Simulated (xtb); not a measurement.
C4H8O, charge +1, doublet, at a GFN2-xTB geometry (a state made from the parent by changing its charge; the spin is typed, not shown lowest). Base run: xtb 6.7.1 with GFN2-xTB.

Here is a job for xtb.
```
$ xtb mol.xyz --gfn 2 --chrg 1 --uhf 1 --json

# file mol.xyz
13

C     -0.17354329     1.24415491    -0.15933187
C      1.06367530     0.54031798     0.42435446
C      0.81255235    -0.91608096     0.05424793
O     -0.53703760    -1.07661452    -0.15989436
C     -1.20717736     0.12496501    -0.17174122
H     -0.48637784     2.10354056     0.42796667
H      0.01051107     1.58739492    -1.18036552
H      1.99710065     0.92504830     0.02182691
H      1.10209841     0.64308487     1.51162721
H      1.14579578    -1.66731876     0.79117889
H      1.34548015    -1.21940674    -0.87276493
H     -1.87761105     0.15262882     0.71433145
H     -1.91373835     0.12780251    -1.01982151
```

Each row names what was changed in the base input (with any setting that the change needs).

| change | ΔE vs base (kJ/mol) | G_solv (kcal/mol) | SCF cycles |
|---|---|---|---|
| base | 0.00 | - | 10 |
| file = coord | 0.00 | - | 10 |
| gbsa = acetonitrile | -232.7 | -55.91 | 9 |
| alpb = dmf | -224.7 | -54.05 | 10 |
| etemp = 5000 | -38.5 | - | 10 |
| etemp = 3000 | -16.30 | - | 10 |
| gbsa = methanol | -241.5 | -57.98 | 9 |

ALPB and GBSA are two models with their own fitted parameters for each solvent, which aren't always the measured dielectric constant.
